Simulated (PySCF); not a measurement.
Cl₃Se (SMILES Cl[Se+](Cl)Cl), charge +1, singlet, at a GFN2-xTB geometry; DF-M06L/aug-cc-pVDZ (PySCF).

Input for PySCF:
```python
from pyscf import gto, scf, dft

mol = gto.M(
    atom='''
Se   -0.171048    0.207352    0.487115
Cl   -1.497105   -1.145492   -0.461723
Cl    0.200067    1.623498   -1.044456
Cl    1.639134   -0.892711    0.531949
''',
    basis='aug-cc-pvdz',
    charge=1,
    spin=0,
    verbose=5,
)

mf = dft.RKS(mol)
mf.xc = 'm06l'
mf.grids.level = 4
mf = mf.density_fit(auxbasis='def2-universal-jkfit')
mf.kernel()
```

Question: Write the output that PySCF gives for this input, abridged.

Answer: 
```
PySCF version 2.14.0

[INPUT] verbose = 5
[INPUT] max_memory = 4000
[INPUT] num. atoms = 4
[INPUT] num. electrons = 84
[INPUT] charge = 1
[INPUT] spin (= nelec alpha-beta = 2S) = 0
[INPUT] symmetry False subgroup None
[INPUT] Mole.unit = angstrom
[INPUT] Symbol           X                Y                Z      unit          X                Y                Z       unit  Magmom
[...]
[INPUT] ---------------- BASIS SET ----------------
[INPUT] l, kappa, [nprim/nctr], expnt,             c_1 c_2 ...
[INPUT] Se
[...]
                                89783             0.0015554 -0.000485 0.0001913 -5.59e-05
                                20435             0.0080872 -0.0025644 0.0010068 -0.0002938
                                5786.9            0.0330344 -0.0104761 0.0041514 -0.0012136
                                1887.3            0.1082924 -0.0367223 0.0144991 -0.004234
                                680.97            0.2703361 -0.0999225 0.0405658 -0.0119035
                                265.39            0.4206236 -0.2141973 0.0885364 -0.0260206
                                108.63            0.2815922 -0.1836593 0.0854212 -0.0256148
                                33.76             0.030811 0.4675454 -0.2932581 0.0919427
                                14.465            -0.0071617 0.641474 -0.5570727 0.18387
                                4.389             0.0026022 0.0792569 0.5261436 -0.2188461
                                1.8783            -0.0012583 -0.0142697 0.7320371 -0.4896524
                                0.35859           0.0003465 0.0033792 0.0388246 0.6775818
[...]
                                980.34            0.0118588 -0.004734 0.0011308
                                316.35            0.0595153 -0.0243504 0.0059581
                                119.25            0.1972201 -0.0841071 0.0201866
                                49.068            0.4007439 -0.1841384 0.0461939
                                21.212            0.399474 -0.1735004 0.039405
                                8.9462            0.1153364 0.2167263 -0.0592846
                                3.8236            0.0002219 0.5850099 -0.2014663
                                1.5883            0.0022838 0.3416816 -0.0687821
                                0.40969           -0.0004756 0.0199125 0.5595944
[...]
                                27.18             0.1375183
                                9.5068            0.3664824
                                3.4168            0.4874717
                                1.1479            0.2765769
[...]
[INPUT] Cl
[...]
                                19170             0.00187095 -0.000521836 0.000158298
                                4363              0.00970827 -0.00276513 0.000833639
                                1236              0.0393153 -0.0111537 0.0033988
                                403.6             0.125932 -0.0385919 0.0116738
                                145.7             0.299341 -0.0994848 0.0309622
                                56.81             0.421886 -0.201392 0.0629533
                                23.23             0.237201 -0.130313 0.0460257
                                6.644             0.0191531 0.509443 -0.219312
                                2.575             -0.00334792 0.610725 -0.408773
                                0.5371            0.000929883 0.0421549 0.638465
[...]
                                98.33             0.0398332 -0.0107796
                                31.04             0.164655 -0.0470075
                                11.19             0.387322 -0.11103
                                4.249             0.457072 -0.153275
                                1.624             0.151636 0.0894609
                                0.5322            0.00181615 0.579444
[...]
nuclear repulsion = 572.138442845563
number of shells = 33
number of NR pGTOs = 236
number of NR cGTOs = 117
basis = aug-cc-pvdz
ecp = {}

******** <class 'pyscf.df.df_jk.DFRKS'> ********
method = DFRKS
initial guess = minao
damping factor = 0
level_shift factor = 0
DIIS = <class 'pyscf.scf.diis.CDIIS'>
diis_start_cycle = 1
diis_space = 8
diis_damp = 0
SCF conv_tol = 1e-09
SCF conv_tol_grad = None
SCF max_cycles = 50
direct_scf = False
XC library pyscf.dft.libxc version 7.1.2
    S. Lehtola, C. Steigemann, M. J. T. Oliveira, and M. A. L. Marques,  SoftwareX 7, 1–5 (2018)
XC functionals = m06l
    Y. Zhao and D. G. Truhlar,  J. Chem. Phys. 125, 194101 (2006)
    Y. Zhao and D. G. Truhlar,  J. Chem. Phys. 125, 194101 (2006)
    Y. Zhao and D. G. Truhlar,  Theor. Chem. Acc. 120, 215 (2008)
radial grids:
    Treutler-Ahlrichs [JCP 102, 346 (1995); DOI:10.1063/1.469408] (M4) radial grids

becke partition: Becke, JCP 88, 2547 (1988); DOI:10.1063/1.454033
pruning grids: <function nwchem_prune>
grids dens level: 4
symmetrized grids: False
atomic radii adjust function: <function treutler_atomic_radii_adjust>
small_rho_cutoff = 0
Set gradient conv threshold to 3.16228e-05
Initial guess from minao.
atom Se rad-grids = 105, ang-grids = [ 50  50  50  50  50  50  50  50  50  50  50  50  50  50  50  50  50  50
  50  50  50  50  50  50  50  50  50  50  50  50  50  50  50  86  86  86
  86  86  86  86  86  86  86  86  86  86  86  86  86  86  86  86 434 434
 434 434 434 434 434 434 434 434 434 434 590 590 590 590 590 590 590 590
 590 590 590 590 590 590 590 590 590 590 590 590 590 590 590 590 590 434
 434 434 434 434 434 434 434 434 434 434 434 434 434 434 434]
atom Cl rad-grids = 95, ang-grids = [ 50  50  50  50  50  50  50  50  50  50  50  50  50  50  50  50  50  50
  50  50  50  50  50  50  50  50  50  50  86  86  86  86  86  86  86  86
  86  86  86  86  86  86  86 434 434 434 434 434 434 434 434 434 434 434
 590 590 590 590 590 590 590 590 590 590 590 590 590 590 590 590 590 590
 590 590 590 590 434 434 434 434 434 434 434 434 434 434 434 434 434 434
 434 434 434 434 434]
tot_boxes 2002, boxes in each direction [12 11  9]
[...]
 -8.84920533e-01 -6.83574220e-01 -6.83567857e-01 -6.37415535e-01
 -5.57179728e-01 -5.57176558e-01 -5.32714802e-01 -5.32708650e-01
 -5.22735379e-01 -5.21413289e-01 -3.57981748e-01 -3.39666015e-01
 -3.39659875e-01 -1.34302458e-01 -1.08725885e-01 -1.08713480e-01
 -1.06847958e-01 -7.05772909e-02 -7.05745908e-02 -6.65268863e-02
 -5.92995257e-02 -5.92832468e-02 -4.84586664e-02 -4.84332122e-02
 -4.52319187e-02 -2.61882514e-02 -1.04632969e-02 -1.04518314e-02
 -1.04407753e-02  1.66947332e-02  1.67001528e-02  5.04935766e-02
  5.05025421e-02  7.17145159e-02  8.64665239e-02  1.12674741e-01
  1.32675335e-01  1.32691244e-01  1.62198700e-01  1.62216726e-01
  1.95731695e-01  1.95741919e-01  2.19385980e-01  2.41913435e-01
  2.69256061e-01  2.69263625e-01  2.98096035e-01  3.09524097e-01
  3.09531986e-01  4.50184085e-01  4.89305212e-01  4.89325102e-01
  5.03198478e-01  5.45650650e-01  5.45671535e-01  5.61192274e-01
  5.61214925e-01  5.73892769e-01  5.75318939e-01  5.93216164e-01
  5.93241668e-01  6.20990539e-01  6.21006272e-01  6.43584228e-01
  7.02540524e-01  8.03736409e-01  8.03821039e-01  8.79258623e-01
  9.25633360e-01  9.25659846e-01  9.42326605e-01  9.47190701e-01
  9.47217508e-01  9.66107824e-01  9.91291887e-01  9.91364449e-01
  1.02872546e+00  1.05048470e+00  1.05050888e+00  1.10409473e+00
  1.12073104e+00  1.12082497e+00  1.39038554e+00  1.45861506e+00
  1.45879066e+00]
nelec by numeric integration = 84.00000004105046
E1 = -6367.567281218009  E2 = 2013.6863812323288  Ecoul = 2185.2425376204474  Exc = -171.55615638811858
cycle= 9 E= -3781.74245714012  delta_E= -1.91e-08  |g|= 1.57e-05  |ddm|= 0.000335
[...]
  mo_energy =
[-4.53646829e+02 -1.01451863e+02 -1.01451857e+02 -1.01451814e+02
 -5.84167782e+01 -5.23631127e+01 -5.23631124e+01 -5.23614609e+01
 -9.67227770e+00 -9.67226690e+00 -9.67223251e+00 -8.24738776e+00
 -7.38148334e+00 -7.38147490e+00 -7.38144120e+00 -7.36915800e+00
 -7.36915533e+00 -7.36912039e+00 -7.36890872e+00 -7.36890587e+00
 -7.36887000e+00 -6.13487558e+00 -6.13487494e+00 -6.12774824e+00
 -2.44562070e+00 -2.44561915e+00 -2.44045862e+00 -2.44045423e+00
 -2.43857408e+00 -1.13481490e+00 -1.04428238e+00 -1.04427301e+00
 -8.84919939e-01 -6.83573478e-01 -6.83566598e-01 -6.37415080e-01
 -5.57178047e-01 -5.57175209e-01 -5.32713662e-01 -5.32706848e-01
 -5.22733771e-01 -5.21412104e-01 -3.57981018e-01 -3.39665363e-01
 -3.39659105e-01 -1.34302582e-01 -1.08726118e-01 -1.08713746e-01
 -1.06848366e-01 -7.05771370e-02 -7.05744833e-02 -6.65266294e-02
 -5.92991198e-02 -5.92828683e-02 -4.84587188e-02 -4.84332025e-02
 -4.52325658e-02 -2.61882593e-02 -1.04633039e-02 -1.04519608e-02
 -1.04407388e-02  1.66948645e-02  1.67003021e-02  5.04939525e-02
  5.05029114e-02  7.17145388e-02  8.64669260e-02  1.12675536e-01
  1.32675793e-01  1.32692230e-01  1.62199050e-01  1.62217003e-01
  1.95732445e-01  1.95742852e-01  2.19386794e-01  2.41915287e-01
  2.69256896e-01  2.69264629e-01  2.98096807e-01  3.09525020e-01
  3.09532977e-01  4.50184614e-01  4.89306028e-01  4.89325780e-01
  5.03197491e-01  5.45650996e-01  5.45672151e-01  5.61192827e-01
  5.61215822e-01  5.73894187e-01  5.75319792e-01  5.93216132e-01
  5.93241845e-01  6.20990931e-01  6.21006734e-01  6.43584552e-01
  7.02541014e-01  8.03736630e-01  8.03821309e-01  8.79259829e-01
  9.25634681e-01  9.25660932e-01  9.42327833e-01  9.47192060e-01
  9.47218382e-01  9.66108966e-01  9.91293136e-01  9.91365472e-01
  1.02872637e+00  1.05048579e+00  1.05050975e+00  1.10409571e+00
  1.12073183e+00  1.12082614e+00  1.39038582e+00  1.45861578e+00
  1.45879167e+00]
nelec by numeric integration = 84.0000000410506
E1 = -6367.567302427662  E2 = 2013.6864024419285  Ecoul = 2185.2425515507416  Exc = -171.55614910881314
cycle= 10 E= -3781.74245714017  delta_E= -5.37e-11  |g|= 5.26e-06  |ddm|= 3.58e-05
[...]
  mo_energy =
[-4.53646829e+02 -1.01451866e+02 -1.01451860e+02 -1.01451818e+02
 -5.84167782e+01 -5.23631127e+01 -5.23631125e+01 -5.23614609e+01
 -9.67227980e+00 -9.67226910e+00 -9.67223515e+00 -8.24738822e+00
 -7.38148538e+00 -7.38147712e+00 -7.38144390e+00 -7.36916009e+00
 -7.36915761e+00 -7.36912313e+00 -7.36891082e+00 -7.36890815e+00
 -7.36887275e+00 -6.13487608e+00 -6.13487544e+00 -6.12774863e+00
 -2.44562123e+00 -2.44561968e+00 -2.44045908e+00 -2.44045468e+00
 -2.43857450e+00 -1.13481624e+00 -1.04428363e+00 -1.04427443e+00
 -8.84920759e-01 -6.83574328e-01 -6.83567567e-01 -6.37416000e-01
 -5.57179162e-01 -5.57176252e-01 -5.32714628e-01 -5.32707960e-01
 -5.22734834e-01 -5.21413078e-01 -3.57981899e-01 -3.39666332e-01
 -3.39660103e-01 -1.34303042e-01 -1.08726583e-01 -1.08714204e-01
 -1.06848378e-01 -7.05772457e-02 -7.05745825e-02 -6.65269926e-02
 -5.92997763e-02 -5.92835191e-02 -4.84589934e-02 -4.84334895e-02
 -4.52326951e-02 -2.61885091e-02 -1.04634680e-02 -1.04521109e-02
 -1.04409012e-02  1.66944242e-02  1.66998576e-02  5.04934046e-02
  5.05023619e-02  7.17140978e-02  8.64667312e-02  1.12674926e-01
  1.32675280e-01  1.32691599e-01  1.62198614e-01  1.62216583e-01
  1.95731955e-01  1.95742320e-01  2.19386222e-01  2.41915049e-01
  2.69256368e-01  2.69264063e-01  2.98096244e-01  3.09524440e-01
  3.09532380e-01  4.50183993e-01  4.89305313e-01  4.89325095e-01
  5.03196810e-01  5.45650246e-01  5.45671338e-01  5.61192259e-01
  5.61215178e-01  5.73893717e-01  5.75319092e-01  5.93215637e-01
  5.93241302e-01  6.20990233e-01  6.21006021e-01  6.43584155e-01
  7.02540512e-01  8.03735958e-01  8.03820624e-01  8.79258961e-01
  9.25633800e-01  9.25660102e-01  9.42326945e-01  9.47191156e-01
  9.47217585e-01  9.66108144e-01  9.91292253e-01  9.91364639e-01
  1.02872561e+00  1.05048492e+00  1.05050893e+00  1.10409494e+00
  1.12073108e+00  1.12082531e+00  1.39038502e+00  1.45861492e+00
  1.45879075e+00]
nelec by numeric integration = 84.0000000410503
E1 = -6367.567407930329  E2 = 2013.686507944586  Ecoul = 2185.2426610659786  Exc = -171.5561531213924
Extra cycle  E= -3781.74245714018  delta_E= -9.09e-12  |g|= 4.99e-06  |ddm|= 1.09e-05
converged SCF energy = -3781.74245714018
```
